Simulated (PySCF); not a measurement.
BF2Br, SMILES FB(F)Br. Atoms are numbered in the order given.

```xyz
4

B      0.0000     0.0000    -0.9415
F      0.0000    -1.1290    -1.6050
F      0.0000     1.1290    -1.6050
Br     0.0000     0.0000     0.9599
```
Charge 0, spin multiplicity 1.

Geometry optimised at PBE0-D3(BJ)/def2-SVP.

Computed with PySCF with TDA-LC-ωPBE/def2-SVPD.

Vertical excitations. The molecule is in vacuum. State labels are in the subgroup C2v.

```json
[
 {"state": "S1", "symmetry": "A2", "energy (eV)": "7.36", "λ (nm)": "169", "f": "0.000", "main pairs": "HOMO→LUMO+1 99 %"},
 {"state": "S2", "symmetry": "A1", "energy (eV)": "8.22", "λ (nm)": "151", "f": "0.123", "main pairs": "HOMO−1→LUMO+1 91 %"},
 {"state": "S3", "symmetry": "B2", "energy (eV)": "8.30", "λ (nm)": "149", "f": "0.037", "main pairs": "HOMO→LUMO 73 %, HOMO→LUMO+6 15 %"},
 {"state": "S4", "symmetry": "B1", "energy (eV)": "8.52", "λ (nm)": "146", "f": "0.055", "main pairs": "HOMO−1→LUMO 69 %, HOMO−1→LUMO+6 20 %"},
 {"state": "S5", "symmetry": "B2", "energy (eV)": "9.25", "λ (nm)": "134", "f": "0.074", "main pairs": "HOMO→LUMO+5 46 %, HOMO→LUMO+2 29 %, HOMO→LUMO 14 %"},
 {"state": "S6", "symmetry": "B1", "energy (eV)": "9.39", "λ (nm)": "132", "f": "0.001", "main pairs": "HOMO−2→LUMO+1 79 %"},
 {"state": "S7", "symmetry": "B1", "energy (eV)": "9.61", "λ (nm)": "129", "f": "0.107", "main pairs": "HOMO−1→LUMO+5 37 %, HOMO−1→LUMO+2 19 %, HOMO−2→LUMO+1 16 %, HOMO−1→LUMO 14 %"},
 {"state": "S8", "symmetry": "A2", "energy (eV)": "10.12", "λ (nm)": "122", "f": "0.000", "main pairs": "HOMO→LUMO+4 96 %"},
 {"state": "S9", "symmetry": "B2", "energy (eV)": "10.16", "λ (nm)": "122", "f": "0.031", "main pairs": "HOMO→LUMO+2 60 %, HOMO→LUMO+5 22 %, HOMO→LUMO+6 14 %"},
 {"state": "S10", "symmetry": "A1", "energy (eV)": "10.25", "λ (nm)": "121", "f": "0.007", "main pairs": "HOMO→LUMO+3 72 %, HOMO−1→LUMO+4 24 %"},
 {"state": "T1", "symmetry": "A1", "energy (eV)": "7.12", "λ (nm)": "174", "f": "0", "main pairs": "HOMO−1→LUMO+1 98 %"},
 {"state": "T2", "symmetry": "A2", "energy (eV)": "7.17", "λ (nm)": "173", "f": "0", "main pairs": "HOMO→LUMO+1 99 %"},
 {"state": "T3", "symmetry": "B2", "energy (eV)": "7.69", "λ (nm)": "161", "f": "0", "main pairs": "HOMO→LUMO 48 %, HOMO→LUMO+6 26 %, HOMO→LUMO+5 10 %, HOMO→LUMO+2 8 %"},
 {"state": "T4", "symmetry": "B1", "energy (eV)": "7.91", "λ (nm)": "157", "f": "0", "main pairs": "HOMO−1→LUMO 46 %, HOMO−1→LUMO+6 25 %, HOMO−1→LUMO+5 8 %, HOMO−2→LUMO+1 7 %"}
]
```
Triplets are in the Tamm–Dancoff approximation.
